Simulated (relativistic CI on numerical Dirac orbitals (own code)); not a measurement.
**Charge states of neodymium**

Calculated at this level of theory: Dirac-Coulomb-Breit CI, orbitals from a KLI potential per configuration, QED by a radiative potential, valence Slater integrals scaled by 0.9 (own radial code, finite nucleus).

Each species is treated in one configuration, given outside its closed core. Radial values are for the open shell of highest l, unscaled and averaged over j; ζ includes the Breit term. Labels give the leading LS character, summed over repeated terms.

| Ion | Configuration | Its lowest level | LS weight (%) | ζ (cm⁻¹) | g_J | g√(J(J+1)) | Next level | E (cm⁻¹) |
| --- | --- | --- | --- | --- | --- | --- | --- | --- |
| Nd48+ | 3s2 | 1S_0 | 100 |  |  | 0.00 |  |  |
| Nd49+ | 3s | 2S_1/2 | 100 |  | 1.991 | 1.72 |  |  |
| Nd50+ | 2s2.2p6 | 1S_0 | 100 |  |  | 0.00 |  |  |
| Nd51+ | 2s2.2p5 | 2P°_3/2 | 100 | 2.88e+06 | 1.311 | 2.54 | 2P°_1/2 | 4.3274e+06 |
| Nd52+ | 2s2.2p4 | ? | ? | ? | ? | ? | ? | ? |
| Nd53+ | 2s2.2p3 | J = 3/2 (mixed) | 48 | 2.981e+06 | 1.338 | 2.59 | 4S°_3/2 | 4.2474e+06 |
| Nd54+ | 2s2.2p2 | 3P_0 | 70 | 3.032e+06 |  | 0.00 | 3P_1 | 4.3528e+06 |
| Nd55+ | 2s2.2p | 2P°_1/2 | 100 | 3.084e+06 | 0.634 | 0.55 | 2P°_3/2 | 4.6333e+06 |
| Nd56+ | 2s2 | 1S_0 | 100 |  |  | 0.00 |  |  |
| Nd57+ | 2s | 2S_1/2 | 100 |  | 1.970 | 1.71 |  |  |
| Nd58+ | 1s2 | 1S_0 | 100 |  |  | 0.00 |  |  |

Problem. Fill in the row of Nd52+.

Solution. Its lowest level 3P_2; LS weight (%) 69; ζ (cm⁻¹) 2.93e+06; g_J 1.323; g√(J(J+1)) 3.24; Next level 1S_0; E (cm⁻¹) 346660.
